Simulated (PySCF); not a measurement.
# EPR parameters of C5H6FO

Compound: C5H6FO (doublet state).
Structure used (GFN2-xTB), in Å, numbered top down from 1:
```
atom  x, y, z in Å
C1     2.977    0.392    0.117
C2     1.753    0.681   -0.202
C3     0.582   -0.249   -0.029
O4     0.666   -1.359    0.423
C5    -0.721    0.367   -0.488
C6    -1.887   -0.593   -0.293
F7    -3.046   -0.010   -0.741
H8     3.492   -0.443    0.534
H9     1.489    1.642   -0.625
H10   -0.635    0.634   -1.545
H11   -0.898    1.288    0.073
H12   -2.033   -0.835    0.764
H13   -1.745   -1.514   -0.866
```

The hyperfine couplings belong to this conformer and change with its torsions.

Identity: `C(CF)C(=O)/C=[C]\[H]` [radical].

Theory: UKS B3LYP, pcH-1 on C F H O, non-relativistic, mean-field spin-orbit, GIAO (PySCF). Geometry: GFN2-xTB, one conformer, isolated molecule. Couplings are sensitive to structure, and on GFN2-xTB geometries they can be far from those on DFT ones. No stability test was run, so a lower SCF solution isn't excluded.

```json
{"g1, g2, g3": "2.00185, 2.00187, 2.00315", "g_iso": "2.00229", "Form of g": "close to axial: the two nearest values differ by 2 % of g3 − g1", "⟨S²⟩": "0.7611 (exact 0.7500)", "HOMO–LUMO gap, α and β orbitals": "4.77, 4.70 eV", "Total energy": "-369.12004 Eh"}
```

Hyperfine couplings atom by atom, in 10⁻⁴ cm⁻¹; T1 to T3 are the principal values of the dipolar part; ρ(0) is the spin density at the nucleus (1 × 10⁻⁴ cm⁻¹ = 2.998 MHz):

| atom | isotope | a_iso | T1 | T2 | T3 | Mulliken spin population | ρ(0) (bohr⁻³) |
| --- | --- | --- | --- | --- | --- | --- | --- |
| C1 | 13C | 110.2 | -27.7 | -19.7 | 47.5 | 1.05 | 0.2939 |
| C2 | 13C | -6.3 | -6.5 | 0.7 | 5.9 | -0.17 | -0.0168 |
| C3 | 13C | 25.9 | -3.0 | -2.0 | 5.0 | 0.07 | 0.0691 |
| O4 | 17O | 0.5 | -2.2 | -0.6 | 2.8 | -0.01 | -0.0024 |
| C5 | 13C | 2.5 | -0.8 | -0.6 | 1.4 | 0.01 | 0.0067 |
| C6 | 13C | 0.5 | -0.1 | -0.1 | 0.2 | 0.00 | 0.0014 |
| F7 | 19F | 1.9 | -1.5 | -1.2 | 2.7 | 0.00 | 0.0014 |
| H8 | 1H | 15.4 | -10.8 | -2.8 | 13.6 | 0.01 | 0.0103 |
| H9 | 1H | 37.7 | -2.2 | -1.9 | 4.1 | 0.05 | 0.0253 |
| H10 | 1H | -0.6 | -0.6 | -0.2 | 0.8 | 0.00 | -0.0004 |
| H11 | 1H | -0.6 | -0.6 | -0.2 | 0.8 | 0.00 | -0.0004 |
| H12 | 1H | -0.1 | -0.2 | -0.2 | 0.4 | 0.00 | -0.0001 |
| H13 | 1H | -0.1 | -0.2 | -0.2 | 0.4 | 0.00 | -0.0001 |

The largest Mulliken spin populations are on C1 (+1.05), C2 (-0.17) and C3 (+0.07). No atom but C1 exceeds +0.15.

Under fast tumbling the dipolar parts average out, and these isotropic splittings remain: 1 × 1H (H9, I = 1/2, 2 lines) with 4.03 mT, 1 × 1H (H8, I = 1/2, 2 lines) with 1.65 mT, 1 × 19F (F7, I = 1/2, 2 lines) with 0.20 mT and 2 × 1H (H10/H11, I = 1/2, 3 lines) with 0.06 mT.

The 13C coupling of C1 (330.3 MHz) shows only in satellite lines or after enrichment, since that isotope makes up about 1.07 % of natural carbon.
